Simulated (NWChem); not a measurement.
Species: C$_{3}$H$_{4}$F$_{2}$; SMILES C1[C@@H](F)[C@@H]1F

```xyz
9

F      1.7979    -0.1019    -0.4890
C      0.5994     0.4395    -0.1014
C      0.0000     0.0000     1.2097
C     -0.5994    -0.4395    -0.1014
F     -1.7979     0.1019    -0.4890
H      0.4848     1.4764    -0.4072
H      0.5293    -0.7520     1.7879
H     -0.5293     0.7520     1.7879
H     -0.4848    -1.4764    -0.4072
```
Atoms are numbered in this order, from 1.

Program: NWChem. All runs use the structure optimised with B3LYP/6-31G* (spherical d).

Task: Predict the results for CAM-B3LYP/def2-SVP. Quantities: highest occupied level (eV); orbital gap (eV); dipole (D).

Result: 
```
Quantity                     Result
---------------------------  ------
highest occupied level (eV)   -9.63
orbital gap (eV)              12.21
dipole (D)                     1.09
```
